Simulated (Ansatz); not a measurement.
Basis-set extrapolation for Cl$_{2}$FH$_{3}$O$_{2}$Si$_{2}$, SMILES `O[Si](O)(Cl)[SiH](F)Cl` (PBE0-D4/def2-TZVP geometry, frozen core, the Gaussian-basis code of Ansatz). Multiplicity 1, RHF reference.

```tsv
	def2-TZVPP	def2-QZVPP
HF	-1748.235902	-1748.292059
MP2 correlation	-1.329292	-1.453164
CCSD(T) correlation	-1.428801	not run
```

Energies in hartree. Use E(X) = E(∞) + A·exp(−7.88·√X) for Hartree–Fock and E(X) = E(∞) + B·X^(−2.97) for correlation, with X = 3 and 4, and add CCSD(T) minus MP2 of the smaller set to the MP2 limit.

Task: What is the CCSD(T) energy at the basis-set limit?

Result: HF limit: -1748.292059 + (-0.056157) × 0.13774 = -1748.29979. MP2 limit: -1.453164 + (-0.123872) × 0.74074 = -1.54492. Higher-order term: -1.428801 − (-1.329292) = -0.09951. Total: -1749.94422 hartree, 7.61 eV below CCSD(T)/def2-TZVPP.
